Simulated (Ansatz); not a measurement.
The first iterations of a band of C2H10AlNSi (15 atoms, charge 0, multiplicity 1).

All numbers below come from Ansatz, RKS B3LYP/def2-SVP.

```yaml
movable_images: 7
climbing_image: yes
spring: 5.0 eV/Å²
optimiser: quadratic models (default)
start_path: through a guess of the saddle point
force_threshold: 0.05 eV/Å
iteration_limit: 60
end_points: relaxed
```

First end point:

```xyz
15
Properties=species:S:1:pos:R:3
C -2.224 -1.426 -1.927
Al -0.658 -1.378 -0.748
N 0.146 0.188 -0.380
Si 1.557 0.569 0.586
C 1.162 1.702 2.042
H -2.559 -0.430 -2.259
H -2.011 -2.024 -2.832
H -3.078 -1.918 -1.428
H -0.049 -2.680 -0.081
H -0.272 1.008 -0.823
H 2.107 -0.726 1.084
H 2.607 1.240 -0.246
H 0.747 2.664 1.698
H 0.427 1.238 2.720
H 2.075 1.921 2.622
```

Last end point:

```xyz
15
Properties=species:S:1:pos:R:3
C -1.348 -1.500 -2.065
Al -0.517 -1.212 -0.303
N -0.870 0.639 0.470
Si 1.020 0.611 0.069
C 1.914 1.077 1.677
H -1.274 -0.620 -2.727
H -0.868 -2.342 -2.594
H -2.418 -1.755 -1.965
H -0.616 -2.258 0.894
H -1.433 1.327 -0.035
H -1.119 0.704 1.460
H 1.162 1.780 -0.866
H 1.629 2.079 2.040
H 1.715 0.340 2.472
H 3.003 1.080 1.503
```

| iteration | highest image above the first end (eV) | largest band force component (eV/Å) |
| --- | --- | --- |
| 1 | 4.976 | 8.710 |
| 2 | 3.791 | 3.294 |
| 3 | 3.104 | 1.605 |
| 4 | 2.417 | 0.855 |
| 5 | 2.319 | 1.666 |
| 6 | 2.862 | 1.983 |
| 7 | 3.501 | 1.962 |
| 8 | 3.686 | 1.636 |
| 9 | 3.692 | 0.862 |
| 10 | 3.646 | 0.570 |
| 11 | 3.627 | 0.211 |
| 12 | 3.621 | 0.194 |
| 13 | 3.615 | 0.273 |
| 14 | 3.610 | 0.116 |
| 15 | 3.595 | 0.188 |

Task: Does the band converge within its limit, and where does its top end?

Result: It converged. It ended after 46 iterations with the highest image 3.181 eV above the first end. The profile has 3 maxima (images 2, 5, 7) with wells between them (images 3, 6): this band takes more than one step, which may be the mechanism or a detour left from its start path. Neighbouring images differ by up to 3.1 eV, so the band resolves the path poorly. A vibrational analysis at the climbing image gives one clearly imaginary mode, 1436i cm⁻¹: a first-order saddle point. The orbitals stay closed-shell, which can raise the energy where a bond breaks towards radicals; this wasn't checked here.

Time of the run: 14 min on 2 threads of Intel(R) Xeon(R) Platinum 8488C (Sapphire Rapids), on a shared host, peak memory 0.37 GiB.
